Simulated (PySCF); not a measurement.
**Nuclear quadrupole coupling in `[BH3-][AsH2+]C`**

Compound: CH8AsB.
Geometry (PBE0-D3(BJ)/def2-SVP, Å), atoms numbered from 1 in this order:
```
atom  x, y, z in Å
B1     1.6146    0.6084   -0.5657
As2    0.0459   -0.5812   -0.0571
C3    -1.4925    0.3343    0.6806
H4     1.8911    1.1455    0.4968
H5     1.1197    1.3575   -1.3950
H6     2.4658   -0.1498   -0.9977
H7     0.2808   -1.6653    0.9697
H8    -0.5870   -1.4264   -1.1388
H9    -2.2995   -0.3645    0.9349
H10   -1.1695    0.8778    1.5788
H11   -1.8466    1.0625   -0.0616
```

Field gradients from the PBE0/pcSseg-1 density (PySCF, non-relativistic), principal values in atomic units, ordered |Vxx| ≤ |Vyy| ≤ |Vzz|:

```json
{"atom": "B1", "Vxx": "-0.1186", "Vyy": "-0.1281", "Vzz": "0.2466"}
{"atom": "As2", "Vxx": "1.0814", "Vyy": "1.1145", "Vzz": "-2.1959"}
```

Question: Find the asymmetry η = (Vxx − Vyy)/Vzz and the couplings χ = eQV/h (234.96 MHz × Q in barn × V in au), with Q(11B) = 0.04059 b, Q(75As) = 0.314 b.

Answer: 
```json
{"atom": "B1", "environment": "four-coordinate boron", "nucleus": "11B", "η": "0.04", "χzz (MHz)": "2.352", "χxx (MHz)": "-1.131", "χyy (MHz)": "-1.221"}
{"atom": "As2", "environment": "arsenic bonded to B, C and 2 H", "nucleus": "75As", "η": "0.02", "χzz (MHz)": "-162.0", "χxx (MHz)": "79.8", "χyy (MHz)": "82.2"}
```

The gradient is axial or nearly so (η below 0.05) at B1 and As2. 

Question: What is Vzz at As2 in SI units (1 au = 9.71736 × 10²¹ V/m²)?

Answer: -2.1959 au = -21.338 × 10²¹ V/m².

Question: And the gradient at the other heavy atoms, for which no coupling is worked out here?

Answer: 
```csv
atom,environment,Vzz (au),η
C3,methyl carbon,0.152,0.01
```

Question: What couplings would deuterons (Q(2H) = 0.00286 b) have in place of the hydrogens, at this geometry?

Answer: 
| atom | bonded to | bond length (Å) | Vzz (au) | η | χzz (kHz) |
| --- | --- | --- | --- | --- | --- |
| H4 | B1 | 1.222 | 0.1979 | 0.07 | 133 |
| H5 | B1 | 1.222 | 0.1980 | 0.07 | 133 |
| H6 | B1 | 1.219 | 0.2009 | 0.07 | 135 |
| H7 | As2 | 1.512 | 0.1539 | 0.05 | 103 |
| H8 | As2 | 1.512 | 0.1539 | 0.05 | 103 |
| H9 | C3 | 1.097 | 0.2975 | 0.00 | 200 |
| H10 | C3 | 1.098 | 0.2937 | 0.01 | 197 |
| H11 | C3 | 1.098 | 0.2937 | 0.01 | 197 |

Geometry: PBE0-D3(BJ)/def2-SVP; no solvent, vibrations or thermal averaging. The calculation is non-relativistic, for arsenic too. With so small a basis the couplings can be 20 % off.
